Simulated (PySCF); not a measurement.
This script is equivalent to a calculation on Si (silicon, neutral).

```python
from pyscf import gto, scf, dft, mp, cc
import basis_set_exchange as bse
mol = gto.M(atom="Si 0 0 0", charge=0, spin=2, symmetry="D2h",
            basis=gto.basis.parse(bse.get_basis("x2c-SVPall", elements=["Si"], fmt="nwchem", header=False)),
            nucmod="G")
mf = dft.UKS(mol, xc="MN15").sfx2c1e()
mf.irrep_nelec = {'Ag': (3, 3), 'B1u': (2, 1), 'B2u': (2, 1), 'B3u': (1, 1)}
mf.kernel()
```

(1) What total energy does it give?

(2) Which occupied shell lies highest, and where?

(3) What is ⟨S²⟩, and what would a pure spin state give?

## Answers

(1) -289.815 hartree (calculated).

(2) 3p α, at -5.613 eV.

(3) 2.002, against 2.00.
